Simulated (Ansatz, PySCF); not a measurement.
Gas-phase reaction in SMILES: CN(C)C(=O)N(C)C [1,1,3,3-tetramethylurea] → [CH2]N(C)C(=O)N(C)C + H atom (the C-H bond at the site shown breaks; other sites are not compared here)
Structures are relaxed separately at B3LYP-D3(BJ)/def2-TZVP in Ansatz (a program for electronic structure), one conformer each, not searched for the lowest. Frequencies are from Ansatz or PySCF.
Geometry of the first species:
```
C
O 1 1.2225
N 1 1.3861 2 122.13
N 1 1.3861 2 122.13 3 -180.00
C 4 1.4520 1 116.38 2 -8.05
H 5 1.0858 4 109.70 1 -36.73
H 5 1.0916 6 109.51 4 119.42
H 5 1.0964 6 108.13 7 118.21
C 3 1.4520 1 116.38 2 -8.05
H 9 1.0858 3 109.70 1 -36.73
H 9 1.0916 10 109.51 3 119.42
H 9 1.0964 10 108.13 11 118.21
C 4 1.4541 1 121.80 2 140.20
H 13 1.0853 4 110.59 1 13.45
H 13 1.0937 14 108.88 4 -122.57
H 13 1.0961 14 107.91 15 -116.96
C 3 1.4541 1 121.80 2 140.20
H 17 1.0853 3 110.59 1 13.45
H 17 1.0937 18 108.88 3 -122.57
H 17 1.0961 18 107.91 19 -116.96
```
Charge 0, spin multiplicity 1.

Property: bond dissociation energy (0 K, with B3LYP-D3(BJ) harmonic zero-point energies), in kcal/mol. Valence correlation only, unless marked. Open shells are spin-unrestricted. No spin-orbit coupling. Non-relativistic. CBS marks a two-point X^-3 extrapolation of the correlation energy; Hartree-Fock from the larger set. The bracket is a focal-point correction in the basis named.

```json
[
 {"level": "HF/6-31G*", "program": "Ansatz", "bond dissociation energy (kcal/mol)": "71.2", "minus last row": "-20.5"},
 {"level": "PBE/def2-TZVPD", "program": "Ansatz", "bond dissociation energy (kcal/mol)": "84.6", "minus last row": "-7.1"},
 {"level": "BLYP/def2-TZVPD", "program": "Ansatz", "bond dissociation energy (kcal/mol)": "84.3", "minus last row": "-7.4"},
 {"level": "revPBE-D4/def2-TZVPD", "program": "Ansatz + dftd4", "bond dissociation energy (kcal/mol)": "84.4", "minus last row": "-7.3"},
 {"level": "revPBE/def2-TZVPD", "program": "Ansatz", "bond dissociation energy (kcal/mol)": "83.0", "minus last row": "-8.7"},
 {"level": "B97M-V/def2-TZVPD", "program": "Ansatz", "bond dissociation energy (kcal/mol)": "88.6", "minus last row": "-3.1"},
 {"level": "B3LYP/def2-TZVPD", "program": "Ansatz", "bond dissociation energy (kcal/mol)": "87.2", "minus last row": "-4.5"},
 {"level": "PBE0-D3(BJ)/def2-TZVP", "program": "Ansatz + dftd3", "bond dissociation energy (kcal/mol)": "86.8", "minus last row": "-4.9"},
 {"level": "r2SCAN0-D4/def2-TZVPD", "program": "Ansatz + dftd4", "bond dissociation energy (kcal/mol)": "86.3", "minus last row": "-5.4"},
 {"level": "B2GP-PLYP-D3(BJ)/def2-TZVPD", "program": "Ansatz + dftd3", "bond dissociation energy (kcal/mol)": "88.6", "minus last row": "-3.1"},
 {"level": "CCSD/STO-3G", "program": "Ansatz", "bond dissociation energy (kcal/mol)": "107.5", "minus last row": "15.8"},
 {"level": "CCSD/6-31G", "program": "Ansatz", "bond dissociation energy (kcal/mol)": "81.8", "minus last row": "-9.9"},
 {"level": "CCSD(T)/STO-3G", "program": "Ansatz", "bond dissociation energy (kcal/mol)": "107.8", "minus last row": "16.1"},
 {"level": "CCSD(T)/6-31G*", "program": "Ansatz", "bond dissociation energy (kcal/mol)": "85.0", "minus last row": "-6.7"},
 {"level": "RI-MP2/CBS(cc-pVTZ,cc-pVQZ)+[CCSD(T)-MP2]/cc-pVTZ", "program": "Ansatz", "bond dissociation energy (kcal/mol)": "91.7", "minus last row": "0.0"}
]
```
